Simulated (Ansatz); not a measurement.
Species: cyclopenta-1,4-dien-1-ylsilane, C₅H₈Si, net charge 0, singlet state. 
Coordinates optimised at B3LYP-D3(BJ)/def2-TZVP (Ansatz, a first-principles code):
SMILES: [SiH3]C1=CCC=C1
```xyz
14

Si     2.1044    -0.0116    -0.0455
C      0.2472     0.0059     0.0008
C     -0.5171     0.8509     0.7271
C     -1.9707     0.5573     0.5039
C     -1.9372    -0.5877    -0.4633
C     -0.6599    -0.8920    -0.7418
H      2.6316    -1.3240     0.4034
H      2.6006     0.2193    -1.4247
H      2.6247     1.0526     0.8441
H     -0.1595     1.6331     1.3814
H     -2.4825     0.2967     1.4383
H     -2.5052     1.4260     0.1005
H     -2.8177    -1.0726    -0.8576
H     -0.3270    -1.6753    -1.4087
```

Dipole moments at this geometry, in debye (magnitudes).

```
level                    program  dipole (D)
-----------------------  -------  ----------
BLYP/def2-TZVPD           Ansatz        1.39
r2SCAN/def2-TZVPD         Ansatz        1.44
B97M-V/def2-TZVPD         Ansatz         [?]
B3LYP/def2-TZVPD          Ansatz        1.36
PBE0/def2-TZVPD           Ansatz        1.39
r2SCAN0/def2-TZVPD        Ansatz        1.40
CAM-B3LYP/def2-TZVPD      Ansatz        1.33
wB97M-V/def2-TZVPD        Ansatz        1.36
CCSD(T)/aug-cc-pV(D+d)Z   Ansatz         [?]
```

### Question
What belongs in the gaps?

### Answer

- B97M-V/def2-TZVPD, dipole (D): 1.60
- CCSD(T)/aug-cc-pV(D+d)Z, dipole (D): 1.27
